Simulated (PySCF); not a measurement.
**Molecular orbitals of ZnBi**

PBE0 at R = 2.924 Å; basis Zn cc-pVDZ-PP with ECP10, Bi cc-pVDZ-PP with ECP60; scalar-relativistic core potentials; PySCF 2.14. State: ⁴Σ⁻ (quartet), unpaired electrons σ ↑, π ↑↑. Only the outer orbitals are listed, counted within each symmetry, core potentials removing the inner ones.

```
spin  orbital  occ.  ε (eV)  on Zn (%)            main shells (%)
   α       8σ     1   -8.02         61           60 Zn s, 38 Bi p
   α       5π     1   -6.19          3                    97 Bi p
   α       5π     1   -6.19          3                    97 Bi p
   α       9σ     1   -5.16         51  49 Bi p, 36 Zn s, 15 Zn p
   α       6π     0   -0.58         97                    97 Zn p
   α       6π     0   -0.58         97                    97 Zn p
   α      10σ     0    0.64         94            90 Zn p, 9 Bi p
   β       8σ     1   -7.12         77           75 Zn s, 21 Bi p
   β       5π     0   -2.70         11           89 Bi p, 10 Zn p
   β       5π     0   -2.70         11           89 Bi p, 10 Zn p
   β       9σ     0   -2.45         44  56 Bi p, 24 Zn s, 19 Zn p
```

Which are the highest filled and the lowest empty level, where do they sit, and how wide is the gap?

Highest filled α 9σ at -5.16 eV (in %: 49 Bi p, 36 Zn s, 15 Zn p); lowest empty β 5π at -2.70 eV (in %: 89 Bi p, 10 Zn p); the gap at PBE0 is 2.46 eV.

```
bond order (Mayer)                               : 0.63
⟨S²⟩                                             : 3.763
charge on Zn (Mulliken, basis-dependent)         : 0.04
charge on Zn (Löwdin, basis-dependent)           : -0.04
dipole moment (positive dipole means Zn(−)Bi(+)) : 0.06 D
polarisability along the bond                    : 134.3 bohr³
polarisability across the bond                   : 55.5 bohr³
```

These are scalar-relativistic numbers at best; spin–orbit coupling would shift them, the dissociation energy most. The state is the lowest determinant that a PBE0 search found; another state may lie lower at other levels.
